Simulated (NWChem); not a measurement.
# C2H6OSe; SMILES CC[Se]O

```xyz
10

Se    -0.3844    -0.6550    -0.0387
C     -0.3885     1.2131    -0.5816
C      0.3953     2.1248     0.3391
H     -1.4600     1.4749    -0.6155
H     -0.0096     1.2519    -1.6141
H      1.4448     1.7982     0.3956
H     -0.0212     2.1246     1.3577
H      0.3909     3.1608    -0.0368
O      1.4073    -0.9298    -0.1453
H      1.7516    -0.8001     0.7471
```
Atoms are numbered in this order, from 1.

Coordinates come from a PBE0/def2-SVP optimisation.

Spin-orbit effects, on the heavy nuclei and on their neighbours, are missing.

### Question
Give the principal values of the shielding tensors (ppm) of Se1, C2, C3, O9 from KT2/pcSseg-1, GIAO (NWChem), with their diamagnetic and paramagnetic parts as GIAO splits them.

### Answer
```
atom     σ11    σ22     σ33  isotropic  diamagnetic  paramagnetic
----  ------  -----  ------  ---------  -----------  ------------
Se1   -931.6  478.1  1651.6      399.4       2999.2       -2599.9
C2     121.0  146.7   158.7      142.1        249.1        -107.0
C3     143.7  175.1   184.6      167.8        249.7         -81.9
O9     273.9  339.2   476.7      363.3        388.0         -24.7
```
